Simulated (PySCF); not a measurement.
A structure optimised at B3LYP-D3(BJ)/def2-SVP, used in a PySCF frequency run:

```xyz
10

F      0.2049    -1.4327    -1.0824
C      0.0347    -0.6353     0.0000
F      0.2049    -1.4327     1.0824
O     -1.2420    -0.0925     0.0000
C     -1.0386     1.3497     0.0000
Si     0.8610     1.1161     0.0000
H     -1.4937     1.8001    -0.8963
H     -1.4937     1.8001     0.8963
H      1.6018     1.5084    -1.2278
H      1.6018     1.5084     1.2278
```

Task: Write its SMILES, formula and point group.

Result: FC1(F)OC[SiH2]1, C₂H₄F₂OSi, Cs

Task: What are its rotational constants (standard atomic weights)?

Result: 4.2500, 2.5351, 2.2981 GHz
